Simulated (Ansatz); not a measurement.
Reaction (ligand exchange at a Zn–C bond): `[SiH3]O[CH2][ZnH]` + HBr → `[ZnH][Br]` + `CO[SiH3]`

Gas-phase electronic energies from Ansatz, PBE0-D4/def2-TZVP geometries. CCSD(T)/CBS is the MP2 limit (def2-TZVPP, def2-QZVPP) plus CCSD(T) − MP2 in def2-TZVPP, frozen cores. DFT in def2-TZVPP. For Br, Zn outer-core shells are correlated without core-valence functions, which leaves a few kJ/mol of doubt a bond. Scalar relativity is left out up to krypton. Each species was taken in one conformer, which may not be the lowest.

`[SiH3]O[CH2][ZnH]`:

Cartesian coordinates in Å:
```
Si 1.627 -0.724 -0.046
O 0.368 0.263 -0.425
C -0.874 0.133 0.282
Zn -2.113 1.465 -0.463
H 2.752 -0.351 -0.936
H 1.258 -2.154 -0.252
H 2.020 -0.555 1.382
H -0.714 0.289 1.358
H -1.267 -0.887 0.171
H -3.057 2.522 -1.072
```

HBr:

```xyz
2

Br    0.492   -0.323    0.398
H    -0.492    0.323   -0.398
```

`[ZnH][Br]`:

Z-matrix (Å, degrees):
```
Zn
Br 1 2.242
H 1 1.524 2 180.0
```

`CO[SiH3]`:

Z-matrix (Å, degrees):
```
C
O 1 1.408
H 1 1.091 2 108.3
H 1 1.096 2 111.5 3 119.2
H 1 1.096 2 111.5 3 -119.2
Si 2 1.642 1 122.4 3 -179.7
H 6 1.481 2 106.5 1 179.8
H 6 1.490 2 110.9 1 59.7
H 6 1.490 2 110.9 1 -60.1
```

CCSD(T)/CBS gives -2.03 eV.

(1) Another level gave -2.04 eV. Which?
A. HF/def2-TZVPP
B. r2SCAN0-D4/def2-TZVPP
C. PBE0/def2-TZVPP
D. BLYP-D4/def2-TZVPP

Largest T1 diagnostic among the species: 0.014.

## Answers

(1) C. PBE0 -2.04, BLYP-D4 -1.86, r2SCAN0-D4 -2.11, HF/def2-TZVPP -2.44 eV.

From r2SCAN to r2SCAN0 (25 % exact exchange), in def2-TZVPP and without D4, ΔE moves by −0.10 eV. At CCSD(T), def2-SVP lies +0.04 eV from the extrapolated value and def2-TZVPP +0.08 eV. The D4 term adds +0.04 eV with B3LYP and +0.02 eV with PBE0; it sums over pairs of atoms, weighted by their polarisabilities, and B3LYP, whose exchange is more repulsive, gets the larger term.

B3LYP here is the variant with VWN-RPA as its local correlation; programs differ in this.
